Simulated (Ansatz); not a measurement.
Z-matrix (Å, degrees):
```
C
Ge 1 1.943
C 1 1.524 2 66.9
H 1 1.084 2 117.7 3 109.5
H 1 1.084 2 117.7 3 -109.5
H 2 1.522 1 118.5 3 103.4
H 2 1.522 1 118.5 3 -103.4
H 3 1.084 1 117.0 2 -110.5
H 3 1.084 1 117.0 2 110.5
```

Charge 0, multiplicity 1.

Problem. List the PBE0/def2-TZVPP orbital energies in eV (the Gaussian-basis code of Ansatz). (Best estimate.)

Solution. Ansatz gave: Occupied: -10859.61, -1357.89, -1207.71, -1207.69, -1207.69, -278.24, -278.24, -170.62, -120.42, -120.41, -120.40, -33.29, -33.27, -33.23, -33.21, -33.16, -21.64, -16.58, -14.67, -12.94, -11.79, -10.20, -9.65, -8.61, -6.44. Lowest empty: 0.56, 0.88, 1.30, 2.02, 2.82, 2.89, 3.25, 4.48.
